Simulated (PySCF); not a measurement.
UHF on Ir (iridium, neutral)

Configuration: [Xe] 4f14 5d7 6s2, high-spin 4F determinant. Computed with PySCF 2.14 in def2-TZVPPD with the def2 core potential (60 electrons) (6s5p3d2f1g, 59 functions), with a scalar-relativistic core potential.

* Total energy: -103.445744 hartree
* One-electron energy: -179.6395 hartree
* Hartree (Coulomb) energy: 85.8543 hartree
* Exchange energy: -9.6605 hartree
* ⟨S²⟩: 3.7683
* ⟨L²⟩: 12.047
* Sum of ⟨r⟩: 27.12 bohr
* Sum of ⟨r²⟩: 57.05 bohr²

| shell | electrons | mean orbital energy (hartree) | spread (hartree) | rms radius, mean of both spins (bohr) |
| --- | --- | --- | --- | --- |
| 5s α | 1 | -4.35008 | 0 | 1.06 |
| 5s β | 1 | -4.19162 | 0 | 1.06 |
| 5p α | 3 | -2.55816 | 0 | 1.23 |
| 5p β | 3 | -2.33734 | 0 | 1.23 |
| 5d α | 5 | -0.51586 | 0.03935 | 1.83 |
| 5d β | 2 | -0.42512 | 0 | 1.83 |
| 6s α | 1 | -0.32631 | 0 | 3.33 |
| 6s β | 1 | -0.26793 | 0 | 3.33 |

Energies and moments cover only the electrons outside the core potential. Spin-orbit coupling, absent here, splits the open shell strongly.
